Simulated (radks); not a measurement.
Isoelectronic series with 5 electrons, all held in the configuration [He] 2s2 2p1, which need not be the ground one along the series. All-electron calculation, scalar-relativistic Kohn-Sham, SCAN, spin-polarised, spherical densities, finite nucleus; open shells are filled with parallel spins first (spin-orbit coupling, left out, can overturn this in heavy ions); meta-GGA in the generalised Kohn-Sham scheme; Fermi nuclear charge, rms radius of each element as measured or else 0.836 A^(1/3) + 0.57 fm. Program: a radial shooting solver on a logarithmic mesh with Libxc functionals. Total energies (hartree) and orbital eigenvalues (eV):

| ion | E (hartree) | 2p up | 2s down | 2s up | 1s down |
|---|---|---|---|---|---|
| Eu58+ | -5623.7672 | -12423.67 | -13109.54 | -13153.58 | -54491.28 |
| Gd59+ | -5817.8036 | -12856.20 | -13584.42 | -13629.30 | -56389.02 |
| Tb60+ | -6015.8277 | -13296.74 | -14069.76 | -14115.49 | -58326.08 |
| Dy61+ | -6217.7615 | -13745.33 | -14565.51 | -14612.10 | -60301.50 |
| Ho62+ | -6423.8004 | -14202.02 | -15072.07 | -15119.53 | -62317.45 |
| Er63+ | -6633.9107 | -14666.86 | -15589.48 | -15637.81 | -64373.47 |
| Tm64+ | -6848.2128 | -15139.87 | -16117.99 | -16167.21 | -66470.80 |
| Yb65+ | -7066.6762 | -15621.12 | -16657.67 | -16707.77 | -68609.01 |
| Lu66+ | -7289.4233 | -16110.64 | -17208.79 | -17259.79 | -70789.42 |
| W69+ | -7984.0738 | -17629.33 | -18933.00 | -18986.75 | -77590.86 |
| Re70+ | -8224.6193 | -18152.44 | -19532.02 | -19586.70 | -79946.58 |
| Os71+ | -8469.7491 | -18684.07 | -20143.49 | -20199.11 | -82347.37 |
| Ir72+ | -8719.6224 | -19224.26 | -20767.81 | -20824.38 | -84794.94 |
| Au74+ | -9233.7263 | -20330.59 | -22055.68 | -22114.17 | -89831.33 |
| Hg75+ | -9498.1358 | -20896.82 | -22719.78 | -22779.26 | -92421.93 |
| Tl76+ | -9767.6004 | -21471.85 | -23397.77 | -23458.24 | -95062.33 |
